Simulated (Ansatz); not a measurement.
A single point on C2H8BGaSi (`B/C=[CH]\[GaH][SiH3]`).

```yaml
crystal:
  periodic: [false, false, false]
  atoms:
    - {symbol: B, position_ang: [-1.329606, -1.468341, 0.444873]}
    - {symbol: C, position_ang: [-0.379648, -1.258793, 1.605104]}
    - {symbol: C, position_ang: [0.797483, -0.667634, 1.292144]}
    - {symbol: Ga, position_ang: [0.938523, -0.155133, -0.623037]}
    - {symbol: Si, position_ang: [0.283417, 2.069263, -1.287877]}
    - {symbol: H, position_ang: [-2.387859, -2.019565, 0.438444]}
    - {symbol: H, position_ang: [-0.971439, -1.024267, -0.649223]}
    - {symbol: H, position_ang: [-0.594082, -1.582683, 2.623485]}
    - {symbol: H, position_ang: [1.552712, -0.512576, 2.065007]}
    - {symbol: H, position_ang: [1.665780, -1.145231, -1.605187]}
    - {symbol: H, position_ang: [1.433363, 3.009314, -1.143321]}
    - {symbol: H, position_ang: [-0.824579, 2.590272, -0.437969]}
    - {symbol: H, position_ang: [-0.163665, 2.130474, -2.707643]}
basis:
  gaussian: {orbitals: def2-QZVPP}
correlation: {method: mp2}
```

```sh
$ ansatz run in.yaml --threads 2 --pin off --events-out ev --progress --plain --max-ram 32768MiB --backend cuda --devices 0, --max-vram 18GiB
```

Output, abridged:

```
Functional definition: HF
3428 factors; integrals over basis functions are off by at most 1.2e-3 eV
mean field evaluation 1: about -63053.0583 eV, gradient 3.5e1 eV
mean field evaluation 2: about -63053.1719 eV, gradient 3.4e1 eV
mean field evaluation 4: about -63057.0286 eV, gradient 4.8e0 eV
mean field evaluation 8: about -63057.1062 eV, gradient 3.2e-1 eV
mean field -63057.10716842 eV, -2317.3059467971 hartree, gradient 4.5e-6 eV, S^2 0.000000; 0 other end points of the search recorded, 0 dependent functions left out
17 core orbitals not correlated: weight in the atoms' cores, before any rotation towards them, 1.000 or more for the frozen orbitals, at most 0.000 for the correlated occupied ones
reference -63057.10716842 eV, -2317.3059467971 hartree; 18, 18 occupied and 535, 535 virtual orbitals, 3428 factors
second order -28.93378068 eV of doubles, -0.00000000 eV of singles
Total energy: -63086.04094910 eV, -2318.3692436249 hartree
```

Hardware: 2 threads of an AMD EPYC 7R13 on a shared host and a share of an NVIDIA H100 80 GB. Wall time 8 s, peak host memory 1.1 GiB.
